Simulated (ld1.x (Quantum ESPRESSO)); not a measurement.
**mercury: one change to a TM potential, before and after**

ld1.x (Quantum ESPRESSO) 7.5 input, shortened:

```
&input
   title='Hg', zed=80., rel=1, dft='PBESOL', iswitch=3,
   config='[Xe] 4f14 5d10 6s0.5 6p0'
 /
 &inputp
   pseudotype=2, tm=.true., lloc=2,
   nlcc=.false.
 /
4
6S  1  0   0.50   0.00  1.65  1.65  0.0
6P  2  1   0.00   0.00  2.55  2.55  0.0
4F  4  3  14.00   0.00  0.75  0.75  0.0
5D  3  2  10.00   0.00  2.00  2.00  0.0
 &test
   configts(1)='4f14 5d10 6s0.5 6p0'
 /
```

Change: wave 6s (bound): rc 1.65 bohr becomes 6s (bound): rc 2.48 bohr.

Cutoffs: the cutoffs (Ry, on a coarse ladder) from which the occupation-weighted sum of valence levels, in a spherical-Bessel basis at the reference potential, stays within 10 and 1 mRy of its value at 400 Ry; they do not see the model core or the augmentation charge, which bear on the density cutoff. Errors are all-electron minus pseudo energies relative to the spin-unpolarised reference configuration.

Problem. What does the change do?

Solution. Both files keep a bound ghost (s); of the 7 tests that both files solve, the error grows in 3 and shrinks in 3 by more than 15 % and 0.3 meV (median size 16.3 → 9.5 meV).

```tsv
quantity	base	changed
bound ghosts	s	s
error for 4f14 5d10 6s2 6p0, meV [ΔE -19.17 eV]	+16	+9.5
error for 4f14 5d10 6s1 6p0, meV [ΔE -8.43 eV]	+4.9	+3.6
error for 4f14 5d10 6s0 6p0, meV [ΔE 10.58 eV]	-0.1	-2.3
error for 4f14 5d9 6s2 6p0, meV [ΔE -3.63 eV]	-23	-47
error for 4f14 5d9 6s0 6p0, meV [ΔE 46.13 eV]	-25	-23
error for 4f14 5d9 6s2 6p1, meV [ΔE -8.75 eV]	-46	-72
error for 4f14 5d10 6s1.5 6p0, meV [ΔE -14.78 eV]	+11	+7.1
s: phases at 2.75 bohr within 0.05 rad from the reference energy up to (Ry; the scan ends near 5)	n/a	n/a
p: phases at 2.75 bohr within 0.05 rad from the reference energy up to (Ry; the scan ends near 5)	3.8	3.8
d: phases at 2.75 bohr within 0.05 rad from the reference energy up to (Ry; the scan ends near 5)	to the end of the scan	to the end of the scan
f: phases at 2.75 bohr within 0.05 rad from the reference energy up to (Ry; the scan ends near 5)	0.3	0.3
```

Base: These tests converged, but a pseudo level misses the all-electron one widely, so the file describes the atom poorly there or has found another state: 4f14 5d9 6s0 6p0: empty 6p by 4.7 eV (a node warning on the way). Changed file: These tests converged, but a pseudo level misses the all-electron one widely, so the file describes the atom poorly there or has found another state: 4f14 5d9 6s0 6p0: empty 6p by 4.7 eV (a node warning on the way). A true bound ghost makes a file unfit for plane-wave use even where its test errors are small: the radial tests pick states by their node count and pass the ghost by.
